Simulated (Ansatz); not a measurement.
Reaction (cleavage of the P–Ge bond): `[OH][GeH]([PH2])[Br]` + `SC=[Se]` → `PSC=[Se]` + `[OH][GeH2][Br]`

Calculated with Ansatz (gas phase, PBE0-D4/def2-TZVP geometries, no zero-point term in ΔE). CBS: MP2 limit from def2 TZ/QZ plus the TZ coupled-cluster correction, frozen cores. DFT in def2-TZVPP. For Br, Ge, Se outer-core shells are correlated without core-valence functions, which leaves a few kJ/mol of doubt a bond. Scalar relativity is left out up to krypton. Each species was taken in one conformer, which may not be the lowest.

`[OH][GeH]([PH2])[Br]`:

Z-matrix (Å, degrees):
```
Ge
P 1 2.301
Br 1 2.318 2 108.1
O 1 1.770 2 104.8 3 -116.2
H 1 1.540 2 119.1 3 120.0
H 2 1.423 1 92.1 3 -163.5
H 2 1.421 1 91.4 3 -70.6
H 4 0.961 1 113.2 2 177.8
```

`SC=[Se]`:

Z-matrix (Å, degrees):
```
C
S 1 1.707
Se 1 1.762 2 129.3
H 1 1.090 2 110.4 3 180.0
H 2 1.347 1 96.6 3 0.0
```

`PSC=[Se]`:

Z-matrix (Å, degrees):
```
P
S 1 2.128
H 1 1.419 2 96.4
H 1 1.419 2 96.4 3 94.1
C 2 1.716 1 100.5 3 132.9
Se 5 1.760 2 123.5 1 179.9
H 5 1.090 2 114.7 1 -0.1
```

`[OH][GeH2][Br]`:

Cartesian coordinates in Å:
```
O 0.088 0.183 1.409
Ge -0.279 -0.207 -0.273
Br 1.689 -0.278 -1.483
H 0.538 1.025 1.512
H -1.143 0.882 -0.923
H -0.893 -1.604 -0.243
```

```json
{"level": "PBE0-D4", "ΔE (kcal/mol)": "6.2", "difference from CCSD(T)/CBS": "0.2"}
{"level": "r2SCAN0-D4", "ΔE (kcal/mol)": "6.2", "difference from CCSD(T)/CBS": "0.2"}
{"level": "ωB97M-V", "ΔE (kcal/mol)": "6.1", "difference from CCSD(T)/CBS": "0.1"}
{"level": "B2PLYP", "ΔE (kcal/mol)": "5.7", "difference from CCSD(T)/CBS": "-0.3"}
{"level": "BLYP", "ΔE (kcal/mol)": "5.3", "difference from CCSD(T)/CBS": "-0.7"}
{"level": "r2SCAN", "ΔE (kcal/mol)": "5.9", "difference from CCSD(T)/CBS": "-0.1"}
{"level": "BHLYP", "ΔE (kcal/mol)": "5.7", "difference from CCSD(T)/CBS": "-0.3"}
{"level": "HF/def2-SVP", "ΔE (kcal/mol)": "7.4", "difference from CCSD(T)/CBS": "1.4"}
{"level": "SCS-MP2/def2-QZVPP", "ΔE (kcal/mol)": "5.0", "difference from CCSD(T)/CBS": "-1.0"}
{"level": "CCSD/CBS(def2)", "ΔE (kcal/mol)": "6.2", "difference from CCSD(T)/CBS": "0.2"}
{"level": "CCSD(T)/CBS", "ΔE (kcal/mol)": "6.0", "difference from CCSD(T)/CBS": "0"}
```

Largest T1 diagnostic among the species: 0.017.

At CCSD(T), def2-SVP lies +2.7 kcal/mol from the extrapolated value and def2-TZVPP +0.9 kcal/mol. Leaving LDA and LC-ωPBE aside and taking each functional with its dispersion term where it has one, the values, not all of them listed here, spread over 0.9 kcal/mol, from revPBE-D4 to BHLYP-D4.
